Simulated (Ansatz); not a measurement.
The cluster Cu₂Br⁺. Charge 1, multiplicity 3. Geometry PBE0-D4/def2-TZVP, that of the neutral doublet; atoms count from 1.

Cartesian coordinates in Å:
```
Cu -1.268 -0.269 0.471
Cu 0.305 -0.261 -1.319
Br 0.963 0.530 0.848
```

At PBE0-D4/def2-TZVP a singlet of charge 1 lies 2.32 eV below the triplet at the same geometry. The structure comes from a short search, and lower isomers may exist.

Q: Estimate the Mulliken populations from the PBE0/def2-TZVP orbitals of Ansatz.

A: 
```json
{"atom": "Cu1", "charge (e)": "0.48", "spin (α − β)": "0.76", "d electrons": "9.60"}
{"atom": "Cu2", "charge (e)": "0.48", "spin (α − β)": "0.76", "d electrons": "9.60"}
{"atom": "Br3", "charge (e)": "0.04", "spin (α − β)": "0.48", "d electrons": "–"}
```
Mulliken values depend strongly on the basis.

Q: Where does the spin sit?

A: Summed by element: Cu 1.52, Br 0.48, of 2 unpaired in all. Largest on single atoms: Cu1 0.76, Cu2 0.76, Br3 0.48.

Q: And the Mayer bond orders between heavy atoms (over 0.3)?

A: Cu1–Cu2 0.90 (2.38 Å); Cu1–Br3 0.74 (2.40 Å); Cu2–Br3 0.74 (2.40 Å).
